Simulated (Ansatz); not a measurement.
`ClB1NCO1` at its PBE0-D4/def2-TZVP geometry, where that method's forces vanish. Charge 0, multiplicity 1.

```xyz
8

Cl   -2.3101   -1.2020    0.9707
B    -0.9253   -0.3614    0.3424
N     0.3260   -0.7424   -0.1757
C     0.5817    0.6803   -0.2816
O    -0.7375    1.0066    0.1917
H     0.9846   -1.4953   -0.1438
H     1.3474    1.0672    0.3967
H     0.7332    1.0470   -1.3005
```

**Question.** What forces (eV/Å) does ωB97M-V/def2-TZVPP give on these atoms in Ansatz 0.2.0? (Best estimate.)

**Answer.** Computed: 
```
Cl1 -0.114 -0.067  0.054
B2  -0.040 -0.020  0.004
N3   0.085 -0.292 -0.014
C4   0.374  0.297 -0.148
O5  -0.174  0.129  0.065
H6  -0.029  0.037 -0.001
H7  -0.083 -0.043 -0.073
H8  -0.018 -0.040  0.113
```
